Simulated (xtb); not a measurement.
B(Cl)(OMe)(SH) (CH4BClOS), SMILES COB(S)Cl. All values are semi-empirical tight-binding results from xtb (GFN2-xTB unless named), good for trends rather than for accurate numbers. Geometry: GFN2-xTB. The structure was generated by enumeration, and PubChem lists no compound with its InChIKey, so it may never have been made. The values are those of a single conformer.

Optimised geometry:

Bond lengths (Å): B1–Cl2 1.740, B1–O3 1.324, B1–S8 1.828, O3–C4 1.412, C4–H5 1.091, C4–H6 1.090, C4–H7 1.092, S8–H9 1.323. Bond angles (°): Cl2–B1–O3 116.1, Cl2–B1–S8 120.4, O3–B1–S8 123.4, B1–O3–C4 127.3, O3–C4–H5 108.3, O3–C4–H6 107.8, O3–C4–H7 111.5, H5–C4–H6 109.5, H5–C4–H7 109.6, H6–C4–H7 109.9, B1–S8–H9 97.2.

```json
{
  "orbital_gap": "5.01 eV",
  "zero_point_energy": "34.5 kcal/mol",
  "G − E(el) at 298.15 K (modified RRHO)": "14.6 kcal/mol",
  "static polarisability (D4 model)": "64.7 bohr³",
  "solvation energy, GFN2-xTB/ALPB(water)": "-2.7 kcal/mol",
  "solvation energy, GFN2-xTB/ALPB(dmso)": "-7.3 kcal/mol"
}
```

Task: Give the atomic charges and the Wiberg bond orders between heavy atoms. (The exact figures need the calculation; the answer reports its results.)

Result: charges (e) B1 0.47, Cl2 -0.27, O3 -0.30, C4 0.03, H5 0.07, H6 0.07, H7 0.06, S8 -0.33, H9 0.19. Bond orders B1–Cl2 1.01, B1–O3 1.28, O3–C4 0.96, B1–S8 1.07.
